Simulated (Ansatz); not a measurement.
Conformers of CH9NOSi2, SMILES `C[Si](N)(O)[SiH3]`, each relaxed with PBE0-D4/def2-TZVP in Ansatz. CBS adds the triple-zeta coupled-cluster correction to the MP2 limit.

Not all of them had a frequency check.

Conformer A:

Cartesian coordinates in Å:
```
C 0.270 1.759 -0.259
Si 0.149 0.009 0.379
N 1.713 -0.678 0.174
O -0.283 -0.060 1.973
Si -1.558 -1.200 -0.684
H 0.457 1.777 -1.336
H -0.661 2.299 -0.072
H 1.081 2.300 0.238
H 2.359 -0.282 -0.488
H 1.876 -1.664 0.299
H 0.399 0.193 2.600
H -2.919 -0.687 -0.363
H -1.383 -1.127 -2.164
H -1.501 -2.639 -0.298
```

Conformer B:

Cartesian coordinates in Å:
```
C 0.216 -1.394 -1.155
Si -0.157 0.237 -0.332
N -1.853 0.352 -0.159
O 0.414 1.495 -1.254
Si 0.799 0.394 1.811
H -0.274 -1.447 -2.132
H -0.133 -2.231 -0.547
H 1.290 -1.517 -1.319
H -2.269 1.138 0.314
H -2.461 0.001 -0.882
H 1.359 1.656 -1.247
H 0.612 -0.858 2.594
H 0.192 1.517 2.582
H 2.266 0.657 1.725
```

(1) Which is lowest in electronic energy at CCSD(T)/CBS (frozen core, def2 sets), and by how much? (Best estimate.)

(2) Give the energies relative to A (kJ/mol) with r2SCAN-D4/def2-TZVPP, PBE0-D4/def2-TZVPP, B2PLYP/def2-TZVPP, B3LYP/def2-TZVPP, HF/def2-TZVPP, CCSD(T)/def2-TZVPP, MP2/def2-QZVPP. (Estimate.)

Answers

(1) Ansatz gave: A; B lies 2.4 kJ/mol higher.

(2) Ansatz gave: 
```tsv
level	B
r2SCAN-D4/def2-TZVPP	1.7
PBE0-D4/def2-TZVPP	1.8
B2PLYP/def2-TZVPP	2.2
B3LYP/def2-TZVPP	2.2
HF/def2-TZVPP	2.8
CCSD(T)/def2-TZVPP	2.2
MP2/def2-QZVPP	2.4
```

B3LYP here is the variant with VWN-RPA as its local correlation; programs differ in this.
